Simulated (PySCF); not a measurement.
## Deuteron quadrupole couplings in `CCO[Si@@H]1[SiH2][SiH2][Si@H]1O`

Compound: C2H12O2Si4.
Geometry (GFN2-xTB, Å), atoms numbered from 1 in this order:
```xyz
20
C2H12O2Si4 angstrom
C      3.331   -0.409   -0.094
C      2.125   -0.185   -0.991
O      0.987   -0.738   -0.408
Si    -0.563   -0.535   -0.888
Si    -1.201    1.723   -0.553
Si    -2.114    1.111    1.544
Si    -1.711   -1.173    1.045
O     -3.095   -1.994    0.709
H      3.170    0.067    0.870
H      3.481   -1.474    0.068
H      4.221    0.010   -0.555
H      2.292   -0.648   -1.972
H      1.966    0.890   -1.152
H     -0.686   -1.092   -2.259
H     -0.154    2.760   -0.547
H     -2.167    2.283   -1.514
H     -1.402    1.662    2.708
H     -3.503    1.530    1.807
H     -1.208   -2.115    2.048
H     -3.773   -1.662    0.130
```

Level: PBE0/pcSseg-1 (PySCF, non-relativistic); Q(2H) = 0.00286 b; rigid geometry, the same for H and D, with no vibrational averaging.

Question: Rank these positions by the coupling χzz of a deuteron there, largest first.
A. H17 (Si–H hydrogen)
B. H14 (Si–H hydrogen)
C. H12 (methylene hydrogen)
D. H20 (hydroxyl hydrogen)
E. H9 (methyl hydrogen)

Answer: D (352 kHz), E (212 kHz), C (192 kHz), A (109 kHz), B (99 kHz).

Q: What are Vzz, η and χzz (234.96 MHz × Q × Vzz) at all hydrogens?

A: 
```json
{"atom": "H9", "bonded to": "C1", "bond length (Å)": "1.087", "Vzz (au)": "0.3147", "η": "0.02", "χzz (kHz)": "212"}
{"atom": "H10", "bonded to": "C1", "bond length (Å)": "1.087", "Vzz (au)": "0.3146", "η": "0.02", "χzz (kHz)": "211"}
{"atom": "H11", "bonded to": "C1", "bond length (Å)": "1.087", "Vzz (au)": "0.3167", "η": "0.03", "χzz (kHz)": "213"}
{"atom": "H12", "bonded to": "C2", "bond length (Å)": "1.098", "Vzz (au)": "0.2864", "η": "0.07", "χzz (kHz)": "192"}
{"atom": "H13", "bonded to": "C2", "bond length (Å)": "1.099", "Vzz (au)": "0.2826", "η": "0.08", "χzz (kHz)": "190"}
{"atom": "H14", "bonded to": "Si4", "bond length (Å)": "1.485", "Vzz (au)": "0.1476", "η": "0.05", "χzz (kHz)": "99"}
{"atom": "H15", "bonded to": "Si5", "bond length (Å)": "1.474", "Vzz (au)": "0.1614", "η": "0.01", "χzz (kHz)": "108"}
{"atom": "H16", "bonded to": "Si5", "bond length (Å)": "1.474", "Vzz (au)": "0.1615", "η": "0.02", "χzz (kHz)": "109"}
{"atom": "H17", "bonded to": "Si6", "bond length (Å)": "1.472", "Vzz (au)": "0.1624", "η": "0.01", "χzz (kHz)": "109"}
{"atom": "H18", "bonded to": "Si6", "bond length (Å)": "1.475", "Vzz (au)": "0.1600", "η": "0.01", "χzz (kHz)": "108"}
{"atom": "H19", "bonded to": "Si7", "bond length (Å)": "1.465", "Vzz (au)": "0.1624", "η": "0.01", "χzz (kHz)": "109"}
{"atom": "H20", "bonded to": "O8", "bond length (Å)": "0.951", "Vzz (au)": "0.5235", "η": "0.06", "χzz (kHz)": "352"}
```

Q: Average by the element that carries the hydrogen.

A: on C: 204 kHz over 5 positions, mean bond length 1.091 Å; on Si: 107 kHz over 6 positions, mean bond length 1.474 Å; on O: 352 kHz over 1 position, mean bond length 0.951 Å.

Q: How does χzz go with the bond length over the 6 Si–H bonds?

A: A straight-line fit has a slope of -5.3 kHz for each 0.01 Å, with a correlation coefficient of -0.88, over lengths from 1.465 to 1.485 Å. The longer bonds have the smaller couplings here.

Q: A static deuteron (I = 1) shows a doublet split by (3/2)χ, (3/4)χ(1 + η) and (3/4)χ(1 − η) with the field along z, y and x of the gradient. What are these for H19?

A: With |χ| = 109.1 kHz and η = 0.012: 164, 83 and 81 kHz, to first order and without motion.

One conformer (not necessarily the lowest) at the GFN2-xTB geometry, without solvent, vibrations or thermal averaging. GFN2-xTB bond lengths can be off by several hundredths of an ångström, more for odd bonds, and the gradients follow them. These gradients aren't converged with respect to the basis.
